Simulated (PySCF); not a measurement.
CH4OSi, neutral, multiplicity 1.

```xyz
7

Si    -0.0259    -1.2092     0.0000
H     -1.5439    -0.8826     0.0000
O      0.5200     0.3394     0.0000
C     -0.1930     1.5703     0.0000
H      0.0889     2.1405     0.8878
H      0.0889     2.1405    -0.8878
H     -1.2733     1.3933     0.0000
```
Charge 0, spin multiplicity 1.

Geometry optimised at r2SCAN-D4/def2-TZVP.

Computed with PySCF with HF/pcSseg-2. Non-relativistic, no solvent.

Computed absolute GIAO shielding of each atom: isotropic value and principal components (ppm):
```tsv
atom	σ(iso)	σ11	σ22	σ33	span
Si1	35.5	-576.4	252.6	430.3	1006.6
H2	24.0	20.0	23.0	28.8	8.8
O3	144.9	-41.7	104.3	372.2	414.0
C4	127.7	85.9	110.3	187.0	101.0
H5	27.6	24.4	26.0	32.5	8.1
H6	27.6	24.4	26.0	32.5	8.1
H7	28.0	26.1	26.2	31.8	5.7
```
